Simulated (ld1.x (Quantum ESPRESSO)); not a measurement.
## Transferability test, RRKJ potential for boron

| Quantity | Value |
| --- | --- |
| Element | boron |
| Generator | ld1.x (Quantum ESPRESSO) 7.5 |
| Type | norm-conserving RRKJ (Kleinman–Bylander form) |
| Functional | PBE |
| Relativity | non-relativistic |
| Frozen core | [He] |
| Valence charge | 3 |
| Reference configuration | 2s1 2p0 (charge +2) |
| Partial waves | 2p (bound, empty): rc 1.85 bohr; 2s (bound): rc 1.00 bohr |
| Local potential | the s channel |
| Core correction | Bessel-smoothed model core, default radius (core density twice the valence density) |

Energies are relative to the spin-unpolarised reference configuration 2s1 2p0; without spin polarisation the order of configurations can differ from experiment. The frozen-core shift is the all-electron ΔE with the core orbitals held at their reference shape minus the fully relaxed ΔE.

```tsv
valence configuration	charge	ΔE all-electron (eV)	error AE − PS (meV)	frozen-core shift (meV)
2s2 2p0.5	+0.5	-30.749	+49	+4.8
2s0 2p3	0	-21.929	+140	+2.4
2s2 2p1.3	-0.3	-34.376	+77	+5.4
2s1 2p2	0	-27.793	+100	+3.4
2s1 2p1	+1	-19.282	+56	+2.0
```

Problem. What are ΔE and the potential's error for 2s2 2p1?

Solution. ΔE = -33.637 eV all-electron; the error (AE − PS) is +71 meV.

Problem. What are ΔE and the potential's error for 2s2 2p0?

Solution. ΔE = -25.415 eV all-electron; the error (AE − PS) is +19 meV.
